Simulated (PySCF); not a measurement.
```xyz
5

N      2.3655     0.6537    -0.9288
C      1.2822     0.3546    -0.7089
B     -0.1303    -0.0359    -0.4224
N     -1.2890    -0.3565    -0.1876
H     -2.2283    -0.6160     0.0033
```

Charge 0, multiplicity 1.

**Question.** Give the Mulliken and meta-Löwdin atomic charges from TPSSh-D3(BJ)/def2-TZVP // CAM-B3LYP-D3(BJ)/def2-TZVP (PySCF 2.14.0).

**Answer.** 
| atom | Mulliken (e) | meta-Löwdin (e) |
|---|---|---|
| N1 | 0.04 | -0.13 |
| C2 | -0.19 | 0.03 |
| B3 | -0.10 | 0.13 |
| N4 | -0.04 | -0.32 |
| H5 | 0.29 | 0.29 |
